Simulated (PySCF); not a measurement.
EPR parameters of [C6H10F2]+

C₆H₁₀F₂ (charge +1 and doublet state).
Z-matrix (Å and degrees, GFN2-xTB geometry), rows numbered from 1:
```
C 
C   1  1.5076
C   2  1.5074  1  115.29
C   3  1.4730  2  116.00  1   178.78
C   4  1.3489  3  126.65  2  -175.51
C   5  1.4979  4  127.02  3     4.78
F   6  1.3391  5  111.65  4   132.26
F   6  1.3512  5  113.48  4    10.75
H   1  1.0928  2  111.65  3   -62.17
H   1  1.0865  2  110.56  3   177.73
H   1  1.0916  2  111.99  3    56.30
H   2  1.1007  1  109.70  3   125.26
H   2  1.1022  1  108.38  3  -122.82
H   3  1.1065  2  109.73  1    56.76
H   3  1.1014  2  110.99  1   -53.92
H   4  1.0846  3  116.75  2     2.47
H   5  1.0823  4  120.57  3  -177.12
H   6  1.1139  5  109.43  4  -108.99
```

The hyperfine couplings belong to this conformer and change with its torsions.

The species is `CCC[CH+][CH]C(F)F` [radical] (charge +1).

The calculation used UKS B3LYP, pcH-1 on C F H, non-relativistic, mean-field spin-orbit, GIAO in PySCF. Isolated species at its GFN2-xTB geometry (one conformer only). A GFN2-xTB geometry isn't a minimum of the functional, and hyperfine couplings can be far from their values at a DFT geometry, by a factor of two or more for some ions and for spin on atoms past the first row. No stability test was run, so a lower SCF solution isn't excluded.

- g1, g2, g3: 2.00227, 2.00344, 2.00394
- g_iso: 2.00322
- Form of g: rhombic: the two nearest values differ by 30 % of g3 − g1
- ⟨S²⟩: 0.7531 (exact 0.7500)
- Total energy: -434.00166 Eh
- Basis functions: 300

Hyperfine couplings atom by atom, in MHz; T1 to T3 are the principal values of the dipolar part; ρ(0) is the spin density at the nucleus:

| atom | isotope | a_iso | T1 | T2 | T3 | Mulliken spin population | ρ(0) (bohr⁻³) |
| --- | --- | --- | --- | --- | --- | --- | --- |
| C1 | 13C | -1.2 | -0.5 | -0.1 | 0.6 | 0.00 | -0.0011 |
| C2 | 13C | -5.8 | -3.1 | -1.6 | 4.7 | 0.01 | -0.0051 |
| C3 | 13C | -15.6 | -11.8 | -9.0 | 20.8 | 0.03 | -0.0139 |
| C4 | 13C | 3.6 | -24.6 | -20.2 | 44.8 | 0.26 | 0.0032 |
| C5 | 13C | 30.9 | -41.7 | -39.5 | 81.2 | 0.48 | 0.0275 |
| C6 | 13C | -19.3 | -3.3 | -2.3 | 5.6 | -0.02 | -0.0172 |
| F7 | 19F | 25.3 | -31.6 | -25.2 | 56.8 | 0.01 | 0.0060 |
| F8 | 19F | 6.0 | -36.2 | -31.8 | 67.9 | 0.01 | 0.0014 |
| H9 | 1H | 7.7 | -1.4 | -0.8 | 2.2 | 0.00 | 0.0017 |
| H10 | 1H | -0.7 | -0.9 | -0.7 | 1.6 | 0.00 | -0.0002 |
| H11 | 1H | 3.6 | -1.3 | -1.0 | 2.2 | 0.00 | 0.0008 |
| H12 | 1H | 44.2 | -3.3 | -0.5 | 3.8 | 0.02 | 0.0099 |
| H13 | 1H | 71.3 | -3.5 | -0.7 | 4.2 | 0.03 | 0.0160 |
| H14 | 1H | 250.2 | -9.9 | -4.1 | 13.9 | 0.09 | 0.0560 |
| H15 | 1H | 158.8 | -8.4 | -3.9 | 12.3 | 0.06 | 0.0355 |
| H16 | 1H | -8.2 | -11.7 | -4.8 | 16.5 | -0.01 | -0.0018 |
| H17 | 1H | -27.2 | -18.9 | -4.5 | 23.4 | -0.02 | -0.0061 |
| H18 | 1H | 125.5 | -5.4 | -1.0 | 6.4 | 0.05 | 0.0281 |

The Mulliken spin populations are largest on C5 (+0.48), C4 (+0.26) and H14 (+0.09).

The SMILES `CCC[CH+][CH]C(F)F` draws the unpaired electron on C5, whose computed spin population is only +0.48.

Axes: g3 points within 13° of the C4–C5 bond.

Under fast tumbling the dipolar parts average out, and these isotropic splittings remain (the largest six): 2 × 1H (H14/H15, I = 1/2, 3 lines) with 7.29 mT, 1 × 1H (H18, I = 1/2, 2 lines) with 4.48 mT, 2 × 1H (H12/H13, I = 1/2, 3 lines) with 2.06 mT, 1 × 1H (H17, I = 1/2, 2 lines) with 0.97 mT, 2 × 19F (F7/F8, I = 1/2, 3 lines) with 0.56 mT and 1 × 1H (H16, I = 1/2, 2 lines) with 0.29 mT.

Means are taken over nuclei equivalent by connectivity, which assumes that they swap fast. The three 1H nuclei of mean +3.5 MHz run from -0.7 to 7.7 MHz in the frozen geometry. The 1H value of +204.5 MHz is a mean of couplings from 158.8 to 250.2 MHz in this one geometry, not an average over conformers. The 1H value of +57.7 MHz is a mean of couplings from 44.2 to 71.3 MHz in this one geometry, not an average over conformers.

The 13C coupling of C5 (30.9 MHz) shows only in satellite lines or after enrichment, since that isotope makes up about 1.07 % of natural carbon.
